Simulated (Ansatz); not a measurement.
Calculated with Ansatz (gas phase, PBE0-D4/def2-TZVP geometries, no zero-point term in ΔE). CBS: MP2 limit from def2 TZ/QZ plus the TZ coupled-cluster correction, frozen cores. This one scheme is used for every species. DFT in def2-TZVPP. def2 core potentials past Kr. For I outer-core shells are correlated without core-valence functions, which leaves a few kJ/mol of doubt a bond. Each species was taken in one conformer, which may not be the lowest.

Consider the ligand exchange at the Al–C bond: `[CH3][Al]([F])[CH2]F` + HI → `[CH3][Al]([F])[I]` + fluoromethane.

`[CH3][Al]([F])[CH2]F`:

```xyz
10

C     1.252   -1.216   -0.140
Al   -0.265   -0.120   -0.629
F    -1.003   -0.330   -2.096
C    -1.078    1.284    0.500
F    -0.383    1.374    1.715
H     1.908   -1.403   -0.994
H     1.838   -0.753    0.658
H     0.918   -2.193    0.226
H    -2.131    1.084    0.733
H    -1.055    2.274    0.028
```

HI:

```xyz
2

I    -0.062    0.202    0.777
H     0.062   -0.202   -0.777
```

`[CH3][Al]([F])[I]`:

```xyz
7

C     0.365   -0.044    0.908
Al   -0.464    0.148   -0.825
F    -1.757    1.149   -1.017
I     0.289   -1.031   -2.852
H     1.203   -0.742    0.882
H     0.729    0.924    1.264
H    -0.365   -0.403    1.640
```

`CF`:

```xyz
5

C     0.005    0.061   -0.005
F    -0.098   -1.306    0.117
H     0.995    0.311   -0.391
H    -0.139    0.519    0.976
H    -0.763    0.416   -0.697
```

```tsv
level	ΔE (eV)
PBE0-D4	-1.84
PBE0	-1.83
MP2/def2-TZVPP	-1.94
SCS-MP2/def2-TZVPP	-1.90
CCSD/def2-TZVPP	-1.83
CCSD(T)/def2-TZVPP	-1.82
HF/def2-QZVPP	-2.00
MP2/CBS(def2)	-1.99
```

(1) What does CCSD(T)/CBS give? (Best estimate.)

Largest T1 diagnostic among the species: 0.012.

Answers

(1) Computed: -1.88 eV. The listed levels differ from it by 0.04, 0.05, -0.06, -0.02, 0.05, 0.06, -0.12, -0.11 eV.

In def2-TZVPP, CCSD(T) changes the Hartree–Fock value by +0.18 eV (the triples alone add +0.01 eV) and MP2 by +0.06 eV. From PBE to PBE0 (25 % exact exchange), in def2-TZVPP and without D4, ΔE moves by −0.10 eV.
